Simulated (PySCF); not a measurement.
# Substituent effects on chemical shifts

Parent skeleton `[CH:1]1=[CH:2][CH:3]=[CH:4][CH2:5][CH:6]=[CH:7]1`; one hydrogen on atom 5 is replaced by X. Hydrogens on one atom are averaged.

- coordinates at the GFN2-xTB level
- shieldings: GIAO PBE0/pcSseg-1
- code: PySCF 2.14.0 with density-fitted response routines
- no solvent, one computed conformer, fast rotation and ring inversion assumed for equivalent nuclei, non-relativistic Hamiltonian

Referencing at the same level of theory: ¹³C and ¹H against TMS.

Parent (X = H): C1/C2 137.5, C3/C7 131.7, C4/C6 122.5, C5 32.5, H(C1)/H(C2) 7.10, H(C3)/H(C7) 6.60, H(C4)/H(C6) 5.42, H(C5) 2.08 ppm. Effects are Δδ = δ(X) − δ(H), positive for deshielding.

**Question.** Give Δδ (ppm) for X = CONH2, CCl3, vinyl.

**Answer.** 
| X | SMILES | C1/C2 | C3/C7 | C4/C6 | C5 | H(C1)/H(C2) | H(C3)/H(C7) | H(C4)/H(C6) | H(C5) |
| --- | --- | --- | --- | --- | --- | --- | --- | --- | --- |
| CONH2 | NC(=O)C1C=CC=CC=C1 | +0.2 | -1.3 | +1.9 | +14.7 | +0.05 | +0.03 | +0.21 | -0.56 |
| CCl3 | ClC(Cl)(Cl)C1C=CC=CC=C1 | +2.7 | +6.2 | +9.0 | +31.6 | -0.25 | +0.28 | +0.45 | +1.75 |
| vinyl | C=CC1C=CC=CC=C1 | -0.9 | -2.2 | +10.1 | +11.8 | +0.05 | -0.04 | -0.28 | -0.64 |

**Question.** Which position responds most, and to which substituents?

**Answer.** H(C5): from -0.64 ppm with vinyl to +1.75 ppm with CCl3.
